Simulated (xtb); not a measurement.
AgCl, charge -1, doublet, geometry from GFN2-xTB (such geometries of metal compounds can be far from the true shape) (the multiplicity is a formal guess), atoms displaced at random by about 0.02 Å a coordinate; GFN2-xTB run with xtb 6.7.1.

xtb was given this input:
```
$ xtb mol.xyz --gfn 2 --chrg -1 --uhf 1 --opt tight --json

# file mol.xyz
2

Ag     0.00048545     0.00230922    -0.73510853
Cl    -0.00377965    -0.00921320     1.98698742
```

It wrote (shortened):

```
   ID    Z sym.   atoms
    1   47 Ag     1
    2   17 Cl     2

           -------------------------------------------------
          |                Calculation Setup                |
           -------------------------------------------------

           -------------------------------------------------
          |                 G F N 2 - x T B                 |
           -------------------------------------------------

          ...................................................
          :                      SETUP                      :
          :.................................................:
          :  # basis functions                  20          :
          :  # atomic orbitals                  18          :
          :  # shells                            6          :
          :  # electrons                        19          :
          :  max. iterations                   250          :
          :  Hamiltonian                  GFN2-xTB          :
          :  restarted?                      false          :
          :  GBSA solvation                  false          :
          :  PC potential                    false          :
          :  electronic temp.          300.0000000     K    :
          :  accuracy                    1.0000000          :
          :  -> integral cutoff          0.2500000E+02      :
          :  -> integral neglect         0.1000000E-07      :
          :  -> SCF convergence          0.1000000E-05 Eh   :
          :  -> wf. convergence          0.1000000E-03 e    :
          :  Broyden damping             0.4000000          :
          :  net charge                         -1          :
          :  unpaired electrons                  1          :
          ...................................................

 iter      E             dE          RMSdq      gap      omega  full diag
   1     -8.6350945 -0.863509E+01  0.831E+00    4.41       0.0  T
   2     -8.6357095 -0.615002E-03  0.625E+00    4.48       1.0  T
   3     -8.6360478 -0.338355E-03  0.916E-01    4.71       1.0  T
   4     -8.6361103 -0.624747E-04  0.310E-01    4.70       1.0  T
   5     -8.6361282 -0.179342E-04  0.214E-01    4.72       1.0  T
   6     -8.6361332 -0.500371E-05  0.981E-02    4.73       1.0  T
   7     -8.6361380 -0.479296E-05  0.306E-02    4.74       2.3  T
   8     -8.6361381 -0.651550E-07  0.316E-02    4.74       2.2  T
   9     -8.6361381 -0.169716E-07  0.499E-04    4.74     141.6  T
  10     -8.6361381 -0.289013E-10  0.126E-04    4.74     562.5  T

   *** convergence criteria satisfied after 10 iterations ***

         :::::::::::::::::::::::::::::::::::::::::::::::::::::
         ::                     SUMMARY                     ::
         :::::::::::::::::::::::::::::::::::::::::::::::::::::
         :: total energy              -8.636012309325 Eh    ::
         :: gradient norm              0.000483219678 Eh/a0 ::
         :: HOMO-LUMO gap              4.737188958760 eV    ::
         ::.................................................::
         :: SCC energy                -8.636138099161 Eh    ::
         :: -> isotropic ES            0.131746780319 Eh    ::
         :: -> anisotropic ES         -0.003151310741 Eh    ::
         :: -> anisotropic XC         -0.003697140256 Eh    ::
         :: -> dispersion             -0.001014673377 Eh    ::
         :: repulsion energy           0.000125789835 Eh    ::
         :: add. restraining           0.000000000000 Eh    ::
         :: total charge              -1.000000000000 e     ::
         :::::::::::::::::::::::::::::::::::::::::::::::::::::

      -----------------------------------------------------------
     |                   =====================                   |
     |                        A N C O P T                        |
     |                   =====================                   |
     |               Approximate Normal Coordinate               |
     |                Rational Function Optimizer                |
      -----------------------------------------------------------
      -----------------------------------------------------------
     |                   =====================                   |
     |                        A N C O P T                        |
     |                   =====================                   |
     |               Approximate Normal Coordinate               |
     |                Rational Function Optimizer                |
      -----------------------------------------------------------

          ...................................................
          :                      SETUP                      :
          :.................................................:
          :   optimization level             tight          :
          :   max. optcycles                   200          :
          :   ANC micro-cycles                  20          :
          :   degrees of freedom                 1          :
          :.................................................:
          :   RF solver                   davidson          :
          :   write xtbopt.log                true          :
          :   linear (good luck)              true          :
          :   energy convergence         0.1000000E-05 Eh   :
          :   grad. convergence          0.8000000E-03 Eh/α :
          :   maxmium RF displ.          1.0000000          :
          :   Hlow (freq-cutoff)         0.1000000E-01      :
          :   Hmax (freq-cutoff)         5.0000000          :
          :   S6 in model hess.         20.0000000          :
          ...................................................

generating ANC from exact Hessian ...
Using Lindh-Hessian (1995)
 Shifting diagonal of input Hessian by    0.0000000000000000
 Lowest  eigenvalues of input Hessian
    0.000000    0.000000    0.000000    0.000000    0.000000    0.019741
 Highest eigenvalues
    0.000000    0.000000    0.000000    0.000000    0.000000    0.019741

[...]
 * total energy  :    -8.6360123 Eh     change       -0.1332268E-12 Eh
   *** GEOMETRY OPTIMIZATION CONVERGED AFTER 1 ITERATIONS ***
[...]
          :  # shells                            6          :
          :  # electrons                        19          :
          :  max. iterations                   250          :
          :  Hamiltonian                  GFN2-xTB          :
          :  restarted?                      false          :
          :  GBSA solvation                  false          :
          :  PC potential                    false          :
          :  electronic temp.          300.0000000     K    :
          :  accuracy                    1.0000000          :
          :  -> integral cutoff          0.2500000E+02      :
          :  -> integral neglect         0.1000000E-07      :
          :  -> SCF convergence          0.1000000E-05 Eh   :
          :  -> wf. convergence          0.1000000E-03 e    :
          :  Broyden damping             0.4000000          :
          :  net charge                         -1          :
          :  unpaired electrons                  1          :
          ...................................................

 iter      E             dE          RMSdq      gap      omega  full diag
   1     -8.6361381 -0.863614E+01  0.238E-07    4.74       0.0  T
   2     -8.6361381  0.177636E-14  0.195E-07    4.74  100000.0  T
   3     -8.6361381  0.355271E-14  0.786E-08    4.74  100000.0  T

   *** convergence criteria satisfied after 3 iterations ***

         :::::::::::::::::::::::::::::::::::::::::::::::::::::
         ::                     SUMMARY                     ::
         :::::::::::::::::::::::::::::::::::::::::::::::::::::
         :: total energy              -8.636012309326 Eh    ::
         :: gradient norm              0.000483215974 Eh/a0 ::
         :: HOMO-LUMO gap              4.737187339329 eV    ::
         ::.................................................::
         :: SCC energy                -8.636138099161 Eh    ::
         :: -> isotropic ES            0.131746758177 Eh    ::
         :: -> anisotropic ES         -0.003151289081 Eh    ::
         :: -> anisotropic XC         -0.003697132734 Eh    ::
         :: -> dispersion             -0.001014673344 Eh    ::
         :: repulsion energy           0.000125789835 Eh    ::
         :: add. restraining           0.000000000000 Eh    ::
         :: total charge              -1.000000000000 e     ::
         :::::::::::::::::::::::::::::::::::::::::::::::::::::

           -------------------------------------------------
          |                Property Printout                |
           -------------------------------------------------

    * Orbital Energies and Occupations

         #    Occupation            Energy/Eh            Energy/eV
      -------------------------------------------------------------
         1        2.0000           -0.8114992             -22.0820
         2        2.0000           -0.2082032              -5.6655
         3        2.0000           -0.1940785              -5.2811
         4        2.0000           -0.1940785              -5.2811
         5        2.0000           -0.1311783              -3.5695
         6        2.0000           -0.1311783              -3.5695
         7        2.0000           -0.1297136              -3.5297
         8        2.0000           -0.1297136              -3.5297
         9        2.0000           -0.1290242              -3.5109
        10        1.0000           -0.0969596              -2.6384 (HOMO)
        11                          0.0771288               2.0988 (LUMO)
        12                          0.0771288               2.0988
        13                          0.2809242               7.6443
        14                          0.3023633               8.2277
        15                          0.3023633               8.2277
        16                          0.3033452               8.2544
        17                          0.3033452               8.2544
        18                          0.3174196               8.6374
      -------------------------------------------------------------
                  HL-Gap            0.1740884 Eh            4.7372 eV
             Fermi-level           -0.0612691 Eh           -1.6672 eV

     #   Z          covCN         q      C6AA      α(0)
     1  47 Ag       0.557    -0.257   316.193    40.039
     2  17 Cl       0.557    -0.743   123.144    16.957

 Mol. C6AA /au·bohr⁶  :        819.218492
 Mol. C8AA /au·bohr⁸  :      56368.790795
 Mol. α(0) /au        :         56.996601

Wiberg/Mayer (AO) data.
largest (>0.10) Wiberg bond orders for each atom

 ---------------------------------------------------------------------------
     #   Z sym  total        # sym  WBO       # sym  WBO       # sym  WBO
 ---------------------------------------------------------------------------
     1  47 Ag   0.467 --     2 Cl   0.467
     2  17 Cl   0.467 --     1 Ag   0.467
 ---------------------------------------------------------------------------

Topologies differ in total number of bonds
Writing topology from bond orders to xtbtopo.mol

molecular dipole:
                 x           y           z       tot (Debye)
 q only:        0.005       0.012      -2.434
   full:        0.004       0.009      -1.780       4.523
molecular quadrupole (traceless):
                xx          xy          yy          xz          yz          zz
 q only:        5.487      -0.000       5.487       0.030       0.075     -10.974
  q+dip:        6.329      -0.000       6.329       0.033       0.084     -12.658
   full:        6.863      -0.000       6.862       0.036       0.091     -13.725

optimized geometry written to: xtbopt.xyz

           -------------------------------------------------
          | TOTAL ENERGY               -8.636012309326 Eh   |
          | GRADIENT NORM               0.000483215974 Eh/α |
          | HOMO-LUMO GAP               4.737187339329 eV   |
           -------------------------------------------------

normal termination of xtb
```
